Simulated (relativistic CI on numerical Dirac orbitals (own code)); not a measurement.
**Electric-dipole lines of Mg10+**

Method of calculation: Dirac-Coulomb-Breit CI, KLI orbitals optimised for each configuration, a model potential for QED, unscaled Slater integrals (own radial code, finite nucleus).

Configuration list: 1s2, 1s 2s, 1s 2p, 1s 3s, 1s 3p, 1s 3d, 1s 4s, 1s 4p, 1s 4d, 1s 4f, 1s 5s, 1s 5p, 1s 5d, 1s 5f, 1s 5g, 1s 6s, 1s 6p, 1s 6d. Levels of other configurations are missing.

| λ vac (Å) | Lower | Upper | A (s⁻¹) | log gf | S velocity/length |
| --- | --- | --- | --- | --- | --- |
| 9.1737 | 1s2 1S_0 [1] | 1s 2p 1P°_1 [7] | 2.01e+13 | -0.12 | 1.00 |
| 39.340 | 1s 2p 3P°_2 [5] | 1s 4d 3D_3 [25] | 3.17e+11 | -0.29 | 1.00 |
| 40.507 | 1s 2p 1P°_1 [7] | 1s 4d 1D_2 [30] | 2.89e+11 | -0.45 | 0.99 |
| 50.449 | 1s 2s 3S_1 [2] | 1s 3p 3P°_2 [11] | 3.20e+11 | -0.21 | 1.02 |
| 50.475 | 1s 2s 3S_1 [2] | 1s 3p 3P°_1 [10] | 3.21e+11 | -0.43 | 1.02 |
| 52.629 | 1s 2p 3P°_0 [3] | 1s 3d 3D_1 [13] | 5.41e+11 | -0.17 | 1.00 |
| 52.632 | 1s 2s 1S_0 [6] | 1s 3p 1P°_1 [17] | 3.15e+11 | -0.41 | 0.97 |
| 52.650 | 1s 2p 3P°_1 [4] | 1s 3d 3D_2 [14] | 6.91e+11 | 0.16 | 1.00 |
| 52.651 | 1s 2p 3P°_1 [4] | 1s 3d 3D_1 [13] | 4.05e+11 | -0.30 | 1.00 |
| 52.738 | 1s 2p 3P°_2 [5] | 1s 3d 3D_3 [15] | 9.72e+11 | 0.45 | 1.00 |
| 52.748 | 1s 2p 3P°_2 [5] | 1s 3d 3D_2 [14] | 2.25e+11 | -0.33 | 1.00 |
| 54.846 | 1s 2p 1P°_1 [7] | 1s 3d 1D_2 [16] | 8.81e+11 | 0.30 | 1.00 |
| 104.24 | 1s 3p 3P°_2 [11] | 1s 5d 3D_3 [39] | 5.02e+10 | -0.24 | 1.01 |
| 105.79 | 1s 3d 3D_2 [14] | 1s 5f 3F°_3 [40] | 5.11e+10 | -0.22 | 1.00 |
| 105.82 | 1s 3d 3D_3 [15] | 1s 5f 3F°_4 [42] | 6.67e+10 | 0.00 | 1.00 |
| 105.91 | 1s 3d 1D_2 [16] | 1s 5f 1F°_3 [45] | 5.48e+10 | -0.19 | 1.00 |
| 146.60 | 1s 3s 3S_1 [8] | 1s 4p 3P°_2 [21] | 4.18e+10 | -0.17 | 1.01 |
| 146.70 | 1s 3s 3S_1 [8] | 1s 4p 3P°_1 [20] | 4.19e+10 | -0.39 | 1.01 |
| 151.17 | 1s 3p 3P°_0 [9] | 1s 4d 3D_1 [23] | 5.68e+10 | -0.23 | 1.01 |
| 151.22 | 1s 3p 3P°_1 [10] | 1s 4d 3D_2 [24] | 7.42e+10 | 0.10 | 1.01 |
| 151.23 | 1s 3p 3P°_1 [10] | 1s 4d 3D_1 [23] | 4.25e+10 | -0.36 | 1.01 |
| 151.43 | 1s 3p 3P°_2 [11] | 1s 4d 3D_3 [25] | 1.02e+11 | 0.39 | 1.01 |
| 154.66 | 1s 3d 3D_2 [14] | 1s 4f 1F°_3 [29] | 2.84e+10 | -0.15 | 1.00 |
| 154.67 | 1s 3d 3D_1 [13] | 1s 4f 3F°_2 [27] | 1.70e+11 | 0.48 | 1.00 |
| 154.68 | 1s 3d 3D_2 [14] | 1s 4f 3F°_2 [27] | 2.91e+10 | -0.28 | 1.00 |
| 154.69 | 1s 3d 3D_2 [14] | 1s 4f 3F°_3 [26] | 1.53e+11 | 0.58 | 1.00 |
| 154.75 | 1s 3d 3D_3 [15] | 1s 4f 3F°_4 [28] | 2.02e+11 | 0.81 | 1.00 |
| 154.93 | 1s 3d 1D_2 [16] | 1s 4f 1F°_3 [29] | 1.64e+11 | 0.62 | 1.00 |
| 154.96 | 1s 3d 1D_2 [16] | 1s 4f 3F°_3 [26] | 3.60e+10 | -0.04 | 1.00 |
| 156.28 | 1s 3p 1P°_1 [17] | 1s 4d 1D_2 [30] | 9.99e+10 | 0.26 | 1.00 |
| 319.13 | 1s 4s 3S_1 [18] | 1s 5p 3P°_2 [35] | 9.82e+09 | -0.13 | 1.01 |
| 327.53 | 1s 4p 3P°_1 [20] | 1s 5d 3D_2 [38] | 1.55e+10 | 0.09 | 1.01 |
| 327.92 | 1s 4p 3P°_2 [21] | 1s 5d 3D_3 [39] | 2.12e+10 | 0.38 | 1.01 |
| 334.10 | 1s 4d 3D_1 [23] | 1s 5f 3F°_2 [41] | 3.18e+10 | 0.43 | 1.00 |
| 334.14 | 1s 4d 3D_2 [24] | 1s 5f 3F°_3 [40] | 2.76e+10 | 0.51 | 1.00 |
| 334.24 | 1s 4d 3D_3 [25] | 1s 5f 3F°_4 [42] | 3.79e+10 | 0.76 | 1.00 |
| 334.57 | 1s 4f 3F°_3 [26] | 1s 5g 3G_4 [43] | 6.00e+10 | 0.96 | 1.00 |
| 334.59 | 1s 4f 3F°_2 [27] | 1s 5g 3G_3 [44] | 5.72e+10 | 0.83 | 1.00 |
| 334.66 | 1s 4f 3F°_4 [28] | 1s 5g 3G_5 [47] | 6.23e+10 | 1.06 | 1.00 |
| 334.68 | 1s 4f 1F°_3 [29] | 1s 5g 1G_4 [48] | 6.05e+10 | 0.96 | 1.00 |
| 334.71 | 1s 4d 1D_2 [30] | 1s 5f 1F°_3 [45] | 2.99e+10 | 0.55 | 1.00 |
| 337.38 | 1s 4p 1P°_1 [31] | 1s 5d 1D_2 [46] | 2.14e+10 | 0.26 | 0.99 |
| 603.85 | 1s 5p 3P°_1 [34] | 1s 6d 3D_2 [56] | 4.62e+09 | 0.10 | 1.01 |
| 604.51 | 1s 5p 3P°_2 [35] | 1s 6d 3D_3 [57] | 6.32e+09 | 0.38 | 1.01 |
| 620.84 | 1s 5p 1P°_1 [49] | 1s 6d 1D_2 [58] | 6.61e+09 | 0.28 | 0.97 |

Terms are leading LS components. Brackets give the number of a level in order of energy, since labels repeat. The list gives strong lines, with weight on those to low levels. Levels whose partners in the same complex of configurations lie outside the list can be far off, and so can their lines. Rates are taken at the computed energies, electric ones in the length gauge. A velocity-to-length ratio far from 1 marks an uncertain rate.

At this charge energies of transitions that change n are usually good to better than 1 %, and those within a shell (Δn = 0) to a few per cent.

Question: From the table, what is the radiative lifetime of 1s 4d 3D_3?

Answer: The listed rates from this level add up to about 4.20e+11 s⁻¹, 100 % of its decay; with all channels τ = 2.38e-12 s.

LS names give the leading component of a level, which can be under half, so a name can repeat, a term be missing and a line seem to break the LS rules.
